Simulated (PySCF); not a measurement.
C8H7NO.
Structure used (PBE0-D3(BJ)/def2-SVP), in Å, numbered top down from 1:
```
atom  x, y, z in Å
C1    -3.019   -0.819    0.046
N2    -2.040   -0.834    0.848
C3    -0.745   -0.593    0.391
C4    -0.219   -1.244   -0.741
C5     1.083   -0.992   -1.146
C6     1.880   -0.085   -0.436
C7     3.263    0.183   -0.876
O8     3.791   -0.334   -1.829
C9     1.359    0.554    0.695
C10    0.065    0.291    1.119
H11   -2.923   -0.569   -1.028
H12   -4.024   -1.055    0.422
H13   -0.837   -1.967   -1.277
H14    1.515   -1.489   -2.018
H15    3.815    0.926   -0.243
H16    1.987    1.256    1.253
H17   -0.350    0.766    2.010
```

Level: CAM-B3LYP/def2-SVPD in PySCF, non-relativistic, on one gas-phase PBE0-D3(BJ)/def2-SVP geometry that isn't relaxed in the solvent. The solvent is an IEF-PCM continuum (Bondi radii, 1.10 Å for H, scaled by 1.2), and excitations are vertical TDDFT with non-equilibrium linear response and a frozen core. Specific hydrogen bonds and non-electrostatic terms are outside this model.

```tsv
run	E − E(gas) (kcal/mol)	HOMO (eV)	HOMO–LUMO gap (eV)	dipole (D)	lowest singlet (eV)	static polarisability (au)
gas	0.00	-8.31	7.21	3.49	3.90	109.8
P	-7.84	-8.23	7.20	4.53	4.05	152.5
Q	-7.00	-8.23	7.20	4.43	4.04	147.2
```

Problem. The runs were made in acetone and dichloromethane. Which run belongs to which solvent?

Solution. P = acetone, Q = dichloromethane. The dielectric constants are 8.93 (dichloromethane), 20.49 (acetone), and the energy falls further as ε rises. The optical constants n² used for the excitations are 2.03, 1.85 in the same order. In this model the ground state sees the solvent through ε alone.

Problem. How constant is the ratio of the lowering to (ε − 1)/(2ε + 1)?

Solution. 
```tsv
solvent	(ε − 1)/(2ε + 1)	E − E(gas) (kcal/mol)	ratio (kcal/mol)	polarisation term (kcal/mol)
dichloromethane	0.420	-7.00	-16.6	-8.34
acetone	0.464	-7.84	-16.9	-9.55
```

The ratio changes by +1.5 % in size from dichloromethane to acetone. The polarisation term is half the interaction of the solute with the induced surface charges.

The run took about 2.3 min of CPU time (one thread, shared machine). This is the whole response run at CAM-B3LYP/def2-SVPD in acetone, SCF included.
